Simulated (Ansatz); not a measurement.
The same path of C2H4BClO (9 atoms, charge 0, multiplicity 1) was run 3 times with different band settings. The coordinate that changes most is the dihedral B1–O2–C3–Cl5.

All numbers below come from RKS PBE/def2-SVP (Ansatz 0.2.0).

Relaxed end points:

```xyz
9
Properties=species:S:1:pos:R:3
B -0.247 1.755 -0.608
O -0.179 0.689 0.246
C 0.125 -0.614 0.006
C 0.156 -1.510 1.008
Cl 0.468 -1.069 -1.648
H -0.549 2.803 -0.075
H -0.018 1.633 -1.791
H -0.067 -1.173 2.030
H 0.400 -2.560 0.814
```

```xyz
9
Properties=species:S:1:pos:R:3
B -0.553 1.590 -0.090
O 0.611 0.873 -0.047
C 0.692 -0.477 -0.237
C 0.033 -1.399 0.485
Cl 1.817 -0.886 -1.499
H -0.448 2.770 0.171
H -1.595 1.033 -0.377
H -0.647 -1.083 1.288
H 0.179 -2.468 0.289
```

Common settings: movable images 7; climbing image yes; spring 5.0 eV/Å²; start path IDPP; force threshold 0.05 eV/Å; end points relaxed.

| run | optimiser | iteration limit | largest step |
| --- | --- | --- | --- |
| 1 | quadratic models (default) | 60 | default |
| 2 | quadratic models (default) | 6 | default |
| 3 | fire | 60 | 0.02 Å |

Task: What does each run give, and how far can it be trusted?

Result: Run 1: converged after 5 iterations, highest image 0.074 eV above the first end. A vibrational analysis at the climbing image gives one clearly imaginary mode, 66i cm⁻¹: a first-order saddle point.
Run 2: converged after 5 iterations, highest image 0.074 eV above the first end. Another band between the same ends (7 images) ends at a top of the same energy, where a vibrational analysis finds 1 clearly imaginary mode.
Run 3: converged after 39 iterations, highest image 0.074 eV above the first end. Another band between the same ends (7 images) ends at a top of the same energy, where a vibrational analysis finds 1 clearly imaginary mode.
